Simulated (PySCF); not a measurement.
# Electron correlation in Ce⁴²⁺ (cerium, charge +42)

[Ne] 3s2 3p4, high-spin 3P determinant. Computed with PySCF 2.14 in an uncontracted even-tempered set (18 s from 7.7 bohr⁻², ratio 2.5; 12 p from 10 bohr⁻², ratio 2.5; 4 d from 44 bohr⁻², ratio 2.7; 4 f from 66 bohr⁻², ratio 2.7), with the spin-free X2C one-electron Hamiltonian (Gaussian nucleus). Frozen: 1s2; 14 electrons correlated; the 21 highest virtual orbitals of each spin left out.

```json
{"level": "CCSD", "correlation energy (mhartree)": "-590.14"}
{"level": "(T)", "correlation energy (mhartree)": "-0.98"}
{"level": "CCSD(T)", "correlation energy (mhartree)": "-591.12"}
```

Diagnostics: T1 = 0.00052, D1 = 0.0024, largest double amplitude 0.018.

Q: Is a single reference adequate?

A: Yes, within this model without spin-orbit coupling: T1 lies below 0.03 and no double amplitude reaches 0.07.

At this charge the one-electron X2C treatment keeps the bare 1/r₁₂, with no two-electron picture change or Breit term. The effect here is smaller than on the frozen 1s shell; and a scalar Hamiltonian misses the large spin-orbit splitting of the p shells, which matters for ns² → np² pairs.

Spin-orbit coupling is strong in this species, so the high-spin LS determinant is a model state.
